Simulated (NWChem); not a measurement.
Molecule: C$_{5}$H$_{2}$F$_{2}$; SMILES C#CC=C=C(F)F

Program: NWChem. All runs use the structure optimised with PBE-D3(BJ)/def2-SVP. Level: M05-2X/def2-SVP with SMD (1 M gas to 1 M solution), gas-phase geometry.

Task: Order these by “cavity-dispersion-structure term (kcal/mol)”, lowest first: diethyl ether; ethyl acetate; water.

Result: diethyl ether (0.6), ethyl acetate (1.2), water (6.1)
